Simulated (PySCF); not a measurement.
O2Si, charge -1, doublet (typed; the unrestricted solution is spin-contaminated), at a GFN2-xTB geometry (a state made from the parent by changing its charge; the spin is typed, not shown lowest) (in this run its highest filled SCF level lies above zero, so its values depend strongly on the basis, on diffuse functions most of all), with bond 3-2 at 2.0 times its length. Base run: R2SCAN/cc-pVDZ in PySCF.

Geometry (Å):
```xyz
3

O     -1.3866     0.3638    -0.1843
Si    -0.0256    -0.2727     0.1997
O      2.8883     0.4995    -0.5301
```
Charge -1, spin multiplicity 2.
Orbitals are unrestricted.
All else is at PySCF's defaults.
Base energy -439.75291 Eh.

Each row names what was changed in the base input (with any setting that the change needs).

| change | ΔE vs base (mEh) | SCF cycles | <S^2> | outcome |
|---|---|---|---|---|
| base | 0.000 | 29 | 0.864 | converged |
| level_shift = 1.0 (with mf.max_cycle = 100) | - | 100 | - | not converged |
| DIIS = ADIIS | - | 50 | - | not converged |
| diis_space = 20 | 0.000 | 29 | 0.864 | converged |
| diis_space = 12 | 0.000 | 29 | 0.864 | converged |
| conv_tol = 1e-4 | - | 16 | - | not converged |
| conv_tol = 1e-11 | 0.000 | 32 | 0.864 | converged |
| level_shift = 0.5 (with mf.max_cycle = 100) | 0.000 | 87 | 0.864 | converged |
| init_guess = atom | 0.000 | 23 | 0.864 | converged |
| diis_space = 4 | 0.000 | 30 | 0.864 | converged |
| conv_tol = 1e-12 | 0.000 | 34 | 0.864 | converged |
| init_guess = huckel | - | 50 | - | not converged |
| level_shift = 0.1 (with mf.max_cycle = 100) | 0.000 | 44 | 0.864 | converged |

Open shells are given as the SCF converged; they aren't shown to be the lowest states, and a large step between rows can be another state.
